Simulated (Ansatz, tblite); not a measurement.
Adding an electron: Na₃S⁺ (the lowest singlet isomer of a short search). Total charge 1; singlet. Geometry: PBE0-D4/def2-TZVP. Ansatz, gas phase; energy differences of separate SCF runs; the reduced species was run as a doublet alone.

```xyz
4

Na    1.483   -1.910    0.573
Na    0.709    2.324    0.525
Na   -2.190   -0.415   -1.101
S    -0.002    0.000    0.003
```

The xTB rows come from tblite. The structure comes from a short search, and lower isomers may exist.

Estimate orbital energies and vertical electron affinities at: GFN1-xTB; GFN2-xTB; PBE-D4/def2-TZVP; r2SCAN-D4/def2-TZVP; PBE0-D4/def2-TZVP.


```json
{"level": "GFN1-xTB", "−HOMO (eV)": "12.04", "−LUMO (eV)": "9.27", "vertical EA (eV)": "7.10", "HOMO–LUMO gap (eV)": "2.77"}
{"level": "GFN2-xTB", "−HOMO (eV)": "12.18", "−LUMO (eV)": "12.01", "vertical EA (eV)": "8.91", "HOMO–LUMO gap (eV)": "0.17"}
{"level": "PBE-D4/def2-TZVP", "−HOMO (eV)": "7.33", "−LUMO (eV)": "5.03", "vertical EA (eV)": "3.68", "HOMO–LUMO gap (eV)": "2.30"}
{"level": "r2SCAN-D4/def2-TZVP", "−HOMO (eV)": "7.36", "−LUMO (eV)": "4.25", "vertical EA (eV)": "3.41", "HOMO–LUMO gap (eV)": "3.11"}
{"level": "PBE0-D4/def2-TZVP", "−HOMO (eV)": "8.27", "−LUMO (eV)": "4.38", "vertical EA (eV)": "3.48", "HOMO–LUMO gap (eV)": "3.89"}
```

  Raw xTB energy differences between charge states are shifted by several eV; the methods need an empirical correction for them.
